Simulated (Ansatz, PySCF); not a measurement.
This Ansatz (a first-principles code) input computes a BLYP/def2-TZVPD energy:

Ansatz 0.2 input:
```yaml
crystal:
  periodic: [false, false, false]
  atoms:
    - {symbol: Si, position_ang: [1.15349012, 0.21857438, 0.10867967]}
    - {symbol: O, position_ang: [-0.32156759, -0.53968370, -0.45879677]}
    - {symbol: C, position_ang: [-1.55845670, -0.11452884, 0.01497228]}
    - {symbol: H, position_ang: [0.82581168, 0.21750206, 1.63622480]}
    - {symbol: H, position_ang: [0.70032836, 1.70740655, -0.02840287]}
    - {symbol: H, position_ang: [-1.74260579, 0.95022697, -0.20632379]}
    - {symbol: H, position_ang: [-1.64345985, -0.22696524, 1.10891940]}
    - {symbol: H, position_ang: [-2.36565516, -0.70356896, -0.45139241]}
basis:
  gaussian:
    orbitals: def2-TZVPD
hamiltonian:
  xc: {name: BLYP}
total_charge: -1
output: {forces: true}
```

Task: Write an input for the same energy in PySCF and say what it gives.

Result: 
```python
from pyscf import gto, scf, dft

mol = gto.M(
    atom='''
    Si    1.15349012    0.21857438    0.10867967
    O    -0.32156759   -0.53968370   -0.45879677
    C    -1.55845670   -0.11452884    0.01497228
    H     0.82581168    0.21750206    1.63622480
    H     0.70032836    1.70740655   -0.02840287
    H    -1.74260579    0.95022697   -0.20632379
    H    -1.64345985   -0.22696524    1.10891940
    H    -2.36565516   -0.70356896   -0.45139241
    ''',
    basis='def2-tzvpd',
    charge=-1,
    spin=0,
    verbose=4,
)

mf = dft.RKS(mol, xc='blyp').density_fit(auxbasis='def2-universal-jkfit')
mf.grids.level = 3
mf.conv_tol = 1e-9
mf.max_cycle = 100
mf.max_memory = 1500
mf.kernel()
if not mf.converged:
    mf = mf.newton()
    mf.kernel(mf.make_rdm1())
mf.analyze()
```
It gives -405.85945 Eh, and Ansatz -405.85933 Eh, a difference of 0.12 mEh, from the treatment of integrals and grids.

It need not be the lowest isomer of its formula. Whether it binds its extra electron was not tested at this geometry.
